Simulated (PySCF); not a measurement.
AsS₂⁻: fields on a plane

Computed with PBE0 in PySCF with As def2-TZVPD, S def2-TZVPD; no relativity; density-fitted integrals.

The singlet minimum has As–S 2.102 Å (×2); S–As–S 113.6°.

The plane holds As1 at (0.00, 0.00), S2 at (2.10, 0.00), S3 at (-0.84, 1.93) Å. Columns run from x = -2.85 to 4.35 Å, rows from y = 4.35 (top) to -1.95 Å, in steps of 0.3 Å. Other isomers or separated fragments may lie lower.

Problem. Give the electron density (e/Å³) (cut at 5 e/Å³). Lower edges of the bins (e/Å³): '0' 0.000, '1' 0.030, '2' 0.076, '3' 0.151, '4' 0.268, '5' 0.455, '6' 0.750, '7' 1.218, '8' 1.960, '9' 3.136; top 5.00.

Solution. 
```
0000000000000000000000000
0000000000000000000000000
0000000000000000000000000
0000111111100000000000000
0001223332210000000000000
0012345554311000000000000
0113466765421000000000000
0124579976531000000000000
0124679996531100000000000
0124679986532111111100000
0123567776532222332210000
0012456666543334444321000
0011244566654455666431000
0001234579975567887542100
0000124699996668998642100
0000124699996668998642100
0000124589975567887542100
0000123456654456666431000
0000012344443334444321000
0000011223322222332210000
0000001111111111111100000
0000000000000000000000000
```

Problem. Give the highest occupied orbital (Å^-3/2) at -1.54 eV (cut at ±0.3; overall sign arbitrary). Every second row and column.

Solution. 
```
 0.00  0.01  0.02  0.03  0.03  0.03  0.02  0.01  0.01  0.00  0.00  0.00  0.00
 0.00  0.01  0.04  0.07  0.08  0.06  0.04  0.02  0.01  0.01  0.01  0.00  0.00
 0.00  0.01  0.06  0.16  0.19  0.13  0.06  0.04  0.02  0.02  0.01  0.01  0.01
-0.01 -0.02  0.02  0.25  0.30  0.21  0.09  0.05  0.04  0.03  0.02  0.02  0.01
-0.03 -0.08 -0.19  0.21  0.12  0.16  0.08  0.06  0.06  0.07  0.05  0.03  0.02
-0.04 -0.10 -0.27 -0.30 -0.21 -0.01  0.03  0.07  0.14  0.15  0.10  0.05  0.03
-0.03 -0.06 -0.13 -0.18 -0.14 -0.07 -0.03  0.03  0.26  0.30  0.18  0.08  0.03
-0.01 -0.01  0.00  0.07  0.11  0.06 -0.10 -0.20 -0.05  0.27  0.18  0.07  0.03
 0.00  0.02  0.07  0.20  0.28  0.12 -0.05 -0.30 -0.30 -0.09  0.04  0.03  0.02
 0.01  0.03  0.07  0.16  0.24  0.19  0.00 -0.17 -0.24 -0.13 -0.03  0.00  0.00
 0.01  0.02  0.05  0.09  0.11  0.08  0.01 -0.06 -0.09 -0.06 -0.03 -0.01  0.00
```

The lowest empty level of this anion is unbound, so it and the gap depend on the basis.
